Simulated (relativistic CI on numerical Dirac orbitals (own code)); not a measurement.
# Energy levels of Cu12+

Calculated at this level of theory: Dirac-Coulomb-Breit CI, KLI orbitals optimised for each configuration, a model potential for QED, unscaled Slater integrals (own radial code, finite nucleus).

Configurations in the expansion (outside the closed core [Ne]): 3s²3p⁵, 3s3p⁶, 3s²3p⁴3d, 3s3p⁵3d, 3p⁶3d, 3s3p⁴3d², 3s²3p⁴4s, 3s²3p³3d4p, 3s²3p⁴4p, 3p⁶4s, 3p⁶4p, 3s3p⁴3d4s, 3s²3p⁴4d, 3s3p⁵4s, 3s²3p⁴4f, 3s3p⁵4p, 3p⁵3d4p, 3s3p⁵4d, 3s²3p⁴5s, 3s²3p⁴5p, 3s3p⁵4f, 3s²3p⁴5d, 3s²3p³4s4p, 3s²3p⁴5f, 3s²3p⁴5g, 3s3p⁴4s², 3s²3p⁴6s, 3s3p⁵5s, 3s²3p⁴6p, 3s²3p³3d², 3s²3p²3d³, 3s3p³3d³, 3s²3p²3d²4s, 3s²3p²3d²4p, 3s²3p²3d²4d, 3p⁵3d², 3p⁴3d³, 3p⁴3d²4s, 3p⁴3d²4p, 3p⁴3d²4d, 3s²3p³3d4s, 3s3p³3d²4s, 3s²3p²3d4s², 3s²3p²3d4s4p, 3s²3p²3d4s4d, 3p⁵3d4s, 3p⁴3d4s², 3p⁴3d4s4p, 3p⁴3d4s4d, 3s²3p³4s², 3s3p³3d4s², 3s²3p²4s²4p, 3s²3p²4s²4d, 3s²3p³4p², 3s²3p²3d4p², 3s3p³3d4p², 3s²3p²4s4p², 3s²3p²4p³, 3s²3p²4p²4d. Double excitations out of closed p, d and f shells are left out; levels of such configurations are missing from the list, as are those of other unlisted configurations, and high levels can miss mixing partners. These lack a partner that the ground configuration has and come out too high: 3s²3p⁴4f, 3s3p⁵4p, 3s3p⁵4d, 3s²3p⁴5s, 3s²3p⁴5p.

The lowest level is 3s²3p⁵ ²P°3/2, with 97 % of that term; Hund's rules for 3s²3p⁵ give ²P° with J = 3/2, in agreement.

```csv
No.,Configuration,Term,J,E (cm⁻¹),%,Lifetime (s),jj configuration (%)
1,3s²3p⁵,²P°,3/2,0,97,,3p3/2^3 (97)
2,3s²3p⁵,²P°,1/2,28484,97,2.41e-03,3p1/2 3p3/2^4 (97)
3,3s3p⁶,²S,1/2,363275,72,1.53e-10,3s (72)
4,3s²3p⁴3d,⁴D,5/2,482062,90,7.30e-08,3p3/2^2 3d3/2 (46)
5,3s²3p⁴3d,⁴D,7/2,482934,93,8.60e-03,3p3/2^2 3d5/2 (54)
6,3s²3p⁴3d,⁴D,3/2,484107,89,6.08e-08,3p3/2^2 3d3/2 (59)
7,3s²3p⁴3d,⁴D,1/2,487417,90,3.45e-08,3p1/2 3p3/2^3 3d3/2 (55)
8,3s²3p⁴3d,⁴F,9/2,518810,90,2.59e-02,3p3/2^2 3d5/2 (88)
9,3s²3p⁴3d,²P,1/2,523517,88,3.16e-09,3p1/2 3p3/2^3 3d3/2 (40)
10,3s²3p⁴3d,⁴F,7/2,527292,78,1.65e-02,3p3/2^2 3d3/2 (58)
11,3s²3p⁴3d,⁴F,5/2,535156,93,6.48e-09,3p1/2 3p3/2^3 3d3/2 (60)
12,3s²3p⁴3d,⁴F,3/2,535287,48,3.38e-09,3p3/2^2 3d3/2 (56)
13,3s²3p⁴3d,²P,3/2,536926,53,2.22e-09,3p1/2 3p3/2^3 3d3/2 (63)
14,3s²3p⁴3d,⁴P,1/2,541368,93,9.57e-10,3p3/2^2 3d3/2 (41)
15,3s²3p⁴3d,²D,3/2,542450,55,1.40e-09,3p3/2^2 3d5/2 (39)
16,3s²3p⁴3d,²F,7/2,550783,52,3.41e-03,3p1/2 3p3/2^3 3d5/2 (41)
17,3s²3p⁴3d,⁴P,3/2,552435,64,3.93e-08,3p1/2 3p3/2^3 3d5/2 (75)
18,3s²3p⁴3d,⁴P,5/2,553465,55,4.59e-09,3p1/2 3p3/2^3 3d5/2 (56)
19,3s²3p⁴3d,²D,5/2,558948,53,8.15e-09,3p1/2 3p3/2^3 3d5/2 (53)
20,3s²3p⁴3d,²G,7/2,567304,60,3.02e-03,3p1/2 3p3/2^3 3d3/2 (88)
21,3s²3p⁴3d,²G,9/2,567619,90,2.80e-03,3p1/2 3p3/2^3 3d5/2 (88)
22,3s²3p⁴3d,²F,5/2,572991,90,1.17e-08,3p1/2 3p3/2^3 3d3/2 (39)
23,3s²3p⁴3d,²F,5/2,604639,91,2.21e-09,3p1/2 3p3/2^3 3d5/2 (28)
24,3s²3p⁴3d,²F,7/2,612216,95,1.13e-03,3p1/2 3p3/2^3 3d5/2 (82)
25,3s²3p⁴3d,²D,3/2,641451,91,3.40e-10,3p3/2^2 3d3/2 (39)
26,3s²3p⁴3d,²D,5/2,650952,87,1.33e-09,3p3/2^4 3d5/2 (51)
27,3s²3p⁴3d,²S,1/2,674472,69,4.52e-12,3p1/2 3p3/2^3 3d3/2 (29)
28,3s²3p⁴3d,²P,3/2,707253,86,4.82e-12,3p1/2 3p3/2^3 3d3/2 (49)
29,3s²3p⁴3d,²D,5/2,714042,95,4.14e-12,3p3/2^2 3d5/2 (51)
30,3s²3p⁴3d,²P,1/2,717966,95,4.99e-12,3p1/2 3p3/2^3 3d5/2 (60)
31,3s²3p⁴3d,²D,3/2,738666,87,4.24e-12,3p1/2 3p3/2^3 3d5/2 (55)
32,3s3p⁵3d,⁴P°,1/2,829266,83,2.07e-10,3s 3p3/2^3 3d3/2 (73)
33,3s3p⁵3d,⁴P°,3/2,833793,81,2.05e-10,3s 3p3/2^3 3d3/2 (45)
34,3s3p⁵3d,⁴P°,5/2,842157,80,2.02e-10,3s 3p3/2^3 3d5/2 (42)
35,3s3p⁵3d,⁴F°,9/2,869943,86,1.19e-10,3s 3p3/2^3 3d5/2 (86)
36,3s3p⁵3d,⁴F°,7/2,873996,81,1.17e-10,3s 3p3/2^3 3d3/2 (48)
37,3s3p⁵3d,⁴F°,5/2,879169,79,1.14e-10,3s 3p3/2^3 3d3/2 (49)
38,3s3p⁵3d,⁴F°,3/2,884440,80,1.12e-10,3s 3p1/2 3p3/2^4 3d3/2 (51)
39,3s3p⁵3d,⁴D°,7/2,910907,73,1.25e-10,3s 3p3/2^3 3d5/2 (68)
40,3s3p⁵3d,⁴D°,1/2,912442,77,1.20e-10,3s 3p3/2^3 3d3/2 (42)
41,3s3p⁵3d,⁴D°,5/2,914427,72,1.21e-10,3s 3p3/2^3 3d3/2 (33)
42,3s3p⁵3d,⁴D°,3/2,914558,75,1.20e-10,3s 3p1/2 3p3/2^4 3d3/2 (31)
43,3s3p⁵3d,²F°,7/2,922640,71,2.31e-10,3s 3p3/2^3 3d3/2 (32)
44,3s3p⁵3d,²D°,5/2,928156,52,2.32e-10,3s 3p3/2^3 3d5/2 (48)
45,3s3p⁵3d,²D°,3/2,934323,67,1.37e-10,3s 3p3/2^3 3d5/2 (57)
```

Energies count from the lowest computed level; ° marks odd parity; lifetimes are radiative, by E1, M1, E2, M2, E3 decay to levels of this space only. Filled j subshells are mostly left out of the jj labels.

The mean weight of the leading LS term, summed over parents, in these 45 levels is 79 %, and that of the leading jj configuration (from the same eigenvectors) 56 %, so LS coupling describes them better.

At this charge energies of transitions that change n are usually good to better than 1 %, and those within a shell (Δn = 0) to a few per cent.

LS names give the leading component of a level, which can be under half, so a name can repeat, a term be missing and a line seem to break the LS rules.
